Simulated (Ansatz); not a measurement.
`OBC(F)[SiH3]` and `OC(F)[SiH3]` differ in one atom or group.

Ansatz, PBE0-D4/def2-TZVP geometries, multiplicity 1. Each molecule was computed in one conformer, which needn't be the lowest.

```json
{"property": "size of the dipole moment (B3LYP/def2-TZVPP) / D", "`OBC(F)[SiH3]`": "2.31"}
{"property": "LUMO energy (ωB97M-V/def2-TZVPP) / eV", "`OBC(F)[SiH3]`": "1.41"}
{"property": "HOMO energy (PBE0/def2-TZVPP) / eV", "`OBC(F)[SiH3]`": "-8.21"}
{"property": "LUMO energy (PBE/def2-TZVPP) / eV", "`OBC(F)[SiH3]`": "-1.45"}
{"property": "HOMO energy (ωB97M-V/def2-TZVPP) / eV", "`OBC(F)[SiH3]`": "-10.48"}
{"property": "HOMO energy (PBE/def2-TZVPP) / eV", "`OBC(F)[SiH3]`": "-6.75"}
```

**Question.** What does the change do to each property? (Best estimate.)

**Answer.** Computed: 
```json
{"property": "size of the dipole moment (B3LYP/def2-TZVPP) / D", "`OC(F)[SiH3]`": "1.75", "shift": "-0.56"}
{"property": "LUMO energy (ωB97M-V/def2-TZVPP) / eV", "`OC(F)[SiH3]`": "2.03", "shift": "0.62"}
{"property": "HOMO energy (PBE0/def2-TZVPP) / eV", "`OC(F)[SiH3]`": "-8.50", "shift": "-0.29"}
{"property": "LUMO energy (PBE/def2-TZVPP) / eV", "`OC(F)[SiH3]`": "-0.37", "shift": "1.08"}
{"property": "HOMO energy (ωB97M-V/def2-TZVPP) / eV", "`OC(F)[SiH3]`": "-10.82", "shift": "-0.34"}
{"property": "HOMO energy (PBE/def2-TZVPP) / eV", "`OC(F)[SiH3]`": "-6.97", "shift": "-0.22"}
```

With PBE0 the HOMO falls by 0.29 eV and the LUMO rises by 0.96 eV, so the gap widens by about 1.25 eV. PBE moves the HOMO by -0.22 eV and ωB97M-V by -0.34 eV. Dipoles are sizes alone; their direction can turn.

B3LYP here is the variant with VWN-RPA as its local correlation; programs differ in this.
